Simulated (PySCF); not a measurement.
## Sb²⁺ (antimony, charge +2) across methods

[Kr] 4d10 5s1 5p2, high-spin 4P determinant (an excited configuration). All numbers are calculated (PySCF 2.14, scalar relativity by spin-free X2C-1e, in aug-cc-pVQZ-DK3).

| method | E (hartree) | mean ε 4d β (eV) | mean ε 5s α (eV) | mean ε 5p α (eV) | Σ⟨r²⟩ (bohr²) | ⟨S²⟩ |
| --- | --- | --- | --- | --- | --- | --- |
| TPSSh | -6479.02 | -54.046 | -31.896 | -22.214 | 39.21 | 3.751 |
| LDA | -6473.05 | -52.971 | -31.448 | -21.802 | 39.17 | 3.751 |
| PBE0 | -6478.95 | -55.759 | -32.891 | -22.916 | 39.19 | 3.751 |
| UHF | -6476.60226 | -63.349 | -37.222 | -25.984 | 39.54 | 3.753 |
| PW91 | -6479.79 | -52.872 | -31.283 | -21.762 | 39.20 | 3.751 |
| PBE | -6478.86 | -52.799 | -31.186 | -21.697 | 39.23 | 3.751 |
| HSE06 | -6478.88 | -55.324 | -32.434 | -22.473 | 39.24 | 3.751 |
| r2SCAN | -6479.30 | -53.589 | -31.796 | -22.095 | 39.12 | 3.752 |
